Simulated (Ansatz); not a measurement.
System: trichloro(methoxy)germane, CH3Cl3GeO, net charge 0, singlet state. 
Geometry from a B3LYP-D3(BJ)/def2-TZVP (Ansatz, a quantum-chemistry and plane-wave program) optimisation:
```xyz
9

C     -2.6735    -0.3731    -0.1316
O     -1.4006    -0.9317    -0.4732
Ge     0.0713    -0.0821    -0.0470
Cl     0.1979     0.1853     2.0777
Cl     1.6871    -1.2736    -0.7456
Cl     0.1145     1.8563    -0.9652
H     -2.7805    -0.2623     0.9500
H     -3.4254    -1.0718    -0.4946
H     -2.8233     0.5960    -0.6130
```
Charge 0, spin multiplicity 1.

Property: vertical triplet-singlet gap (E(triplet) - E(singlet); each state is the SCF solution reached for its spin), in kcal/mol. Cores are frozen in the correlated levels unless marked. Open shells are spin-unrestricted. Spin-orbit coupling is left out. The frozen core is the preceding noble-gas configuration, with the filled d and f shells of earlier blocks. Non-relativistic. CBS marks a two-point X^-3 extrapolation of the correlation energy; Hartree-Fock from the larger set. [CCSD(T)-MP2]/basis is that difference in the basis named.

RI-MP2/CBS(def2-TZVPPD,def2-QZVPPD)+[CCSD(T)-MP2]/def2-TZVPPD (Ansatz) gives 150.0 kcal/mol.

Q: Another calculation gave 111.9 kcal/mol. Which level was it?
A. B2PLYP/def2-TZVPD (Ansatz)
B. PBE/def2-TZVPD (Ansatz)
C. B3LYP/def2-TZVPD (Ansatz)
D. CAM-B3LYP/def2-TZVPD (Ansatz)

A: B, PBE/def2-TZVPD (Ansatz). The others give 124.9 (B3LYP), 135.6 (CAM-B3LYP), 140.0 (B2PLYP) kcal/mol.
